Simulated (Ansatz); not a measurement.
Reaction (substitution at a C–O bond): `CO[SiH](O)[SiH3]` + `CNCO` → `CNCOC` + `O[SiH](O)[SiH3]`

Gas-phase electronic energies from Ansatz, PBE0-D4/def2-TZVP geometries. CBS: MP2 limit from def2 TZ/QZ plus the TZ coupled-cluster correction, frozen cores. This one scheme is used for every species. Functionals use def2-TZVPP. B3LYP here is the variant with VWN-RPA as its local correlation; programs differ in this. One conformer a species, not always the lowest.

```json
{"level": "r2SCAN0-D4", "ΔE (kcal/mol)": "-4.1"}
{"level": "r2SCAN", "ΔE (kcal/mol)": "-4.2"}
{"level": "PBE0", "ΔE (kcal/mol)": "-3.6"}
{"level": "B3LYP", "ΔE (kcal/mol)": "-3.3"}
{"level": "RPA@PBE/def2-TZVPP", "ΔE (kcal/mol)": "-3.5"}
{"level": "HF/def2-SVP", "ΔE (kcal/mol)": "-2.2"}
{"level": "CCSD(T)/def2-SVP", "ΔE (kcal/mol)": "-3.7"}
{"level": "CCSD/CBS(def2)", "ΔE (kcal/mol)": "-3.6"}
```

(1) What does CCSD(T)/CBS give? (Best estimate.)

(2) What do rigid-rotor, harmonic-oscillator terms from PBE0-D4/def2-TZVP frequencies (298.15 K, 1 bar) make of the CCSD(T)/CBS value? (An estimate is asked.)

Largest T1 diagnostic among the species: 0.013.

Answers

(1) Computed: -4.0 kcal/mol. The listed levels differ from it by -0.1, -0.2, 0.4, 0.7, 0.5, 1.8, 0.3, 0.4 kcal/mol.

(2) The calculation gave: ΔZPE = -0.2 kcal/mol, ΔH = -4.4 kcal/mol, ΔS = -12 J/(mol·K), ΔG = -3.5 kcal/mol.

Leaving LDA and LC-ωPBE aside and taking each functional with its dispersion term where it has one, the values, not all of them listed here, spread over 0.9 kcal/mol, from r2SCAN-D4 to BHLYP-D4. LDA lies −1.4 kcal/mol from PBE without D4. In def2-TZVPP, CCSD(T) changes the Hartree–Fock value by −1.7 kcal/mol (the triples alone add −0.3 kcal/mol) and MP2 by −2.2 kcal/mol.
